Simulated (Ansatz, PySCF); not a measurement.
Noncovalent pair: HCl (SMILES Cl) (first 2 atoms) with Br2 (SMILES BrBr); geometry from B3LYP-D3(BJ)/def2-TZVP.
(charge 0, multiplicity 1):
```xyz
4

Cl    -0.0871    -0.2578     0.0788
H      0.9588     0.4857     0.0741
Br     0.0022     0.1432     5.6232
Br    -0.1102    -0.0775     3.3095
```

Counterpoise-corrected where a basis set is named; no monomer relaxation. Rows marked so take none.

Rows in 3-21G, 6-31G* carry no dispersion term and start afresh at each structure (6-31G* with six Cartesian d functions); the Pople sets are all-electron and without relativity.

Codes used: Ansatz (Gaussian basis) for Hartree–Fock, density functionals and correlated methods; PySCF for 3-21G rows, 6-31G* rows. Each number belongs to the level named beside it.

**Question.** One of these levels gives -0.3 kJ/mol for the interaction energy. Which?
(A) PBE/def2-TZVPPD
(B) HF/3-21G (no counterpoise)
(C) HF/6-31G*
(D) BHLYP/def2-TZVPPD

**Answer.** B, HF/3-21G (no counterpoise). The others give 3.5 (HF/6-31G*), -8.6 (PBE/def2-TZVPPD), -3.0 (BHLYP/def2-TZVPPD)

Ansatz is an electronic-structure program.
